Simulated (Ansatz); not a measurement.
The Ansatz (a first-principles code) input:
Ansatz 0.2 input:
```yaml
crystal:
  periodic: [false, false, false]
  atoms:
    - {symbol: N, position_ang: [-0.00000000, -0.00000000, -0.61625478]}
    - {symbol: O, position_ang: [0.00000000, 0.00000000, 0.53922293]}
basis:
  gaussian:
    orbitals: 6-31G*
magnetization: {spin_polarized: true, initial_magnetization: 1}
correlation: {method: mp2, electrons: outside_noble_gas}
accuracy: high
```

Question: What does this run give for the SCF-reference <S^2>, MP2 correlation energy?

Answer: 
* **SCF-reference <S^2>**: 0.806
* **MP2 correlation energy**: -0.3113 Eh
